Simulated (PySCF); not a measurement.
**Correlation energy of C²⁺ (carbon, charge +2)**

[He] 2s2, closed-shell 1S. Computed with PySCF 2.14 in x2c-TZVPPall (5s3p2d1f, 31 functions), with the spin-free X2C one-electron Hamiltonian (Gaussian nucleus). Frozen: nothing; 4 electrons correlated.

| level | correlation energy (mhartree) |
| --- | --- |
| CCSD | -88.10 |
| (T) | -0.27 |
| CCSD(T) | -88.37 |
| CCSDT | -88.38 |

Diagnostics: T1 = 0.0060, D1 = 0.0119, largest double amplitude 0.155.

A double-excitation amplitude exceeds 0.15, a sign of near-degeneracy.

Cost of the coupled-cluster step: roughly 0.15 core-seconds, for 4 correlated electrons.

This basis was not built for core-valence correlation, so the inner-shell part is incomplete.
